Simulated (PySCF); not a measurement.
# Polarisability and C₆ of Zn⁺ (zinc, charge +1)

[Ar] 3d9 4s2, 2D determinant (an excited configuration). Calculation: PySCF 2.14, in aug-cc-pwCVTZ-PP with ECP10MDF (8s8p7d4f3g, 122 functions); a scalar-relativistic core potential. Coupled (time-dependent) response in atomic units; α is the mean over directions.

```csv
method,mean α (bohr³),"α xx, yy, zz",C₆ (like pair),S(−4)
UHF,23.21,"23.47, 23.47, 22.70",128.6,270.6
PBE,19.10,"19.31, 19.31, 18.68",99.99,175.7
```

S(−4) is the Cauchy moment in α(ω) = α(0) + S(−4) ω² + …

α(iu) at PBE:

| u (hartree) | α(iu) (bohr³) |
| --- | --- |
| 0 | 19.10 |
| 0.0500 | 18.67 |
| 0.100 | 17.50 |
| 0.200 | 14.10 |
| 0.300 | 10.82 |
| 0.500 | 6.555 |
| 0.750 | 4.048 |
| 1.00 | 2.841 |
| 1.50 | 1.739 |
| 2.00 | 1.232 |
| 3.00 | 0.7469 |
| 5.00 | 0.3778 |

A single London oscillator, α(iu) = α/(1 + u²/ω²), gives C₆ = (3/4) ω α². Matching the computed C₆ needs ω = 4 × 99.99 / (3 × 19.10²) = 0.365 hartree.

For an ion, C₆ is the dispersion term alone; charge-induced terms of lower order in 1/R come first.

The components differ because the open shell of this determinant is not spherical; for a pure term their mean is the scalar polarisability.

Energies and moments cover only the electrons outside the core potential.
